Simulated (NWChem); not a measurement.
System: CaCl cation; SMILES [Cl][Ca+]

Input file for NWChem:

```
start job
memory heap 200 mb stack 700 mb global 900 mb
charge 1
geometry units angstroms noautosym nocenter noautoz
  Ca     0.000000     0.000000    -1.066999
  Cl     0.000000     0.000000     1.254497
end
basis spherical
  Ca library def2-svpd
  Cl library def2-svpd
end
dft
  xc xpbe96 cpbe96
  iterations 150
end
tddft
  nroots 8
  notriplet
end
task tddft energy
```

NWChem printed, in part:

```
             Northwest Computational Chemistry Package (NWChem) 7.3.0
             --------------------------------------------------------

                             Geometry "geometry" -> ""
                             -------------------------

 Output coordinates in angstroms (scale by  1.889725989 to convert to a.u.)

  No.       Tag          Charge          X              Y              Z
 ---- ---------------- ---------- -------------- -------------- --------------
    1 Ca                  20.0000     0.00000000     0.00000000    -1.06699900
    2 Cl                  17.0000     0.00000000     0.00000000     1.25449700

 Effective nuclear repulsion energy (a.u.)      77.5018628763

  pbe96 is a nonlocal functional; adding pw91lda local functional.

                                 NWChem DFT Module
                                 -----------------

 Summary of "ao basis" -> "ao basis" (spherical)
 ------------------------------------------------------------------------------
       Tag                 Description            Shells   Functions and Types
 ---------------- ------------------------------  ------  ---------------------
 Ca                        def2-svpd                11       27   5s4p2d
 Cl                        def2-svpd                11       27   5s4p2d

            General Information
            -------------------
          SCF calculation type: DFT
          Wavefunction type:  closed shell.
          No. of atoms     :     2
          No. of electrons :    36
           Alpha electrons :    18
            Beta electrons :    18
          Charge           :     1
          Spin multiplicity:     1
          Use of symmetry is: off; symmetry adaption is: off
          Maximum number of iterations: 150
          AO basis - number of functions:    54
                     number of shells:    22
          Convergence on energy requested:  1.00D-06
          Convergence on density requested:  1.00D-05
          Convergence on gradient requested:  5.00D-04

              XC Information
              --------------
          PerdewBurkeErnzerhof Exchange Functional  1.000
            Perdew 1991 LDA Correlation Functional  1.000 local
           PerdewBurkeErnz. Correlation Functional  1.000 non-local

             Grid Information
             ----------------
          Grid used for XC integration:  medium
          Radial quadrature: Mura-Knowles
          Angular quadrature: Lebedev.
          Tag              B.-S. Rad. Rad. Pts. Rad. Cut. Ang. Pts.
          ---              ---------- --------- --------- ---------
          Ca                  1.80      112          12.0       590
          Cl                  1.00       88          13.0       590
          Grid pruning is: on
          Number of quadrature shells:   200
          Spatial weights used:  Erf1

      Superposition of Atomic Density Guess
      -------------------------------------

 Sum of atomic energies:       -1135.99043422

 Renormalizing density from      37.00 to     36

      Non-variational initial energy
      ------------------------------

 Total energy =   -1116.511070
 1-e energy   =   -1668.724480
 2-e energy   =     474.711548
 HOMO         =      -0.866040
 LUMO         =      -0.386077

[...]

                                NWChem TDDFT Module
                                -------------------

            General Information
            -------------------
           No. of orbitals :     108
            Alpha orbitals :      54
             Beta orbitals :      54
        Alpha frozen cores :       0
         Beta frozen cores :       0
     Alpha frozen virtuals :       0
      Beta frozen virtuals :       0
         Spin multiplicity :       1
    Number of AO functions :      54
        Use of symmetry is : off
      Symmetry adaption is : off
         Schwarz screening :  0.10D-07

              XC Information
              --------------
   PerdewBurkeErnzerhof Exchange Functional   1.00
     Perdew 1991 LDA Correlation Functional   1.00 local
    PerdewBurkeErnz. Correlation Functional   1.00 non-local

             TDDFT Information
             -----------------
          Calculation type : TDDFT
         Wavefunction type : Restricted singlets
          No. of electrons :      36
           Alpha electrons :      18
            Beta electrons :      18
              No. of roots :       8
          Max subspacesize :    5600
            Max iterations :     100
               Target root :       1
           Target symmetry : none
      Symmetry restriction : off
                 Algorithm : Optimal
        Davidson threshold :  0.10D-03

    8 smallest eigenvalue differences (eV)
--------------------------------------------------------
  No. Spin  Occ  Vir  Irrep   E(Occ)    E(Vir)   E(Diff)
--------------------------------------------------------
    1    1   18   19 a        -0.437    -0.292     3.928
    2    1   17   19 a        -0.437    -0.292     3.928
    3    1   16   19 a        -0.458    -0.292     4.522
    4    1   18   20 a        -0.437    -0.264     4.694
    5    1   17   20 a        -0.437    -0.264     4.694
    6    1   18   21 a        -0.437    -0.264     4.694
    7    1   17   21 a        -0.437    -0.264     4.694
    8    1   18   22 a        -0.437    -0.252     5.008
--------------------------------------------------------

  Entering Davidson iterations
  Restricted singlet excited states

  Iter   NTrls   NConv    DeltaV     DeltaE      Time
  ----  ------  ------  ---------  ---------  ---------
    1      8       0     0.71E-01   0.10+100        3.1
    2     16       0     0.41E-01   0.90E-03        2.9
    3     32       2     0.10E-01   0.11E-02        4.2
    4     44       3     0.28E-02   0.45E-04        3.4
    5     54       5     0.96E-03   0.49E-05        3.2
    6     60       5     0.52E-03   0.79E-06        2.7
    7     66       7     0.16E-03   0.11E-06        2.8
    8     68       7     0.10E-03   0.64E-08        2.1
    9     70       8     0.52E-04   0.25E-08        2.1
  ----  ------  ------  ---------  ---------  ---------
  Convergence criterion met

  Ground state a       -1136.995933787526 a.u.

  ----------------------------------------------------------------------------
  Root   1 singlet a              0.144301781 a.u.                3.9267 eV
  ----------------------------------------------------------------------------
     Transition Moments    X -0.20834   Y  0.21493   Z -0.00000
     Dipole Oscillator Strength                    0.0086197383
     Electric Quadrupole                           0.0000000010
     Magnetic Dipole                               0.0000002703
     Total Oscillator Strength                     0.0086200096

     Occ.   18  a   ---  Virt.   19  a    0.99981 X
  ----------------------------------------------------------------------------
  Root   2 singlet a              0.144301783 a.u.                3.9267 eV
  ----------------------------------------------------------------------------
     Transition Moments    X -0.21493   Y -0.20834   Z  0.00000
     Dipole Oscillator Strength                    0.0086197413
     Electric Quadrupole                           0.0000000010
     Magnetic Dipole                               0.0000002703
     Total Oscillator Strength                     0.0086200126

     Occ.   17  a   ---  Virt.   19  a    0.99981 X
  ----------------------------------------------------------------------------
  Root   3 singlet a              0.167384252 a.u.                4.5548 eV
  ----------------------------------------------------------------------------
     Transition Moments    X -0.00000   Y -0.00000   Z -0.45337
     Dipole Oscillator Strength                    0.0229368437
     Electric Quadrupole                           0.0000000000
     Magnetic Dipole                               0.0000000000
     Total Oscillator Strength                     0.0229368437

     Occ.   16  a   ---  Virt.   19  a    0.99926 X
  ----------------------------------------------------------------------------
  Root   4 singlet a              0.171071964 a.u.                4.6551 eV
  ----------------------------------------------------------------------------
     Transition Moments    X  0.00000   Y  0.00000   Z -0.00000
     Dipole Oscillator Strength                    0.0000000000
     Electric Quadrupole                           0.0000000000
     Magnetic Dipole                               0.0000000000
     Total Oscillator Strength                     0.0000000000

     Occ.   17  a   ---  Virt.   21  a    0.70663 X
     Occ.   18  a   ---  Virt.   20  a   -0.70664 X
  ----------------------------------------------------------------------------
  Root   5 singlet a              0.171071964 a.u.                4.6551 eV
  ----------------------------------------------------------------------------
     Transition Moments    X -0.00000   Y  0.00000   Z  0.00000
     Dipole Oscillator Strength                    0.0000000000
     Electric Quadrupole                           0.0000000000
     Magnetic Dipole                               0.0000000000
     Total Oscillator Strength                     0.0000000000

[...]
```

Level: PBE/def2-SVPD, full TDDFT. The geometry was optimised at PBE0/def2-SVP.
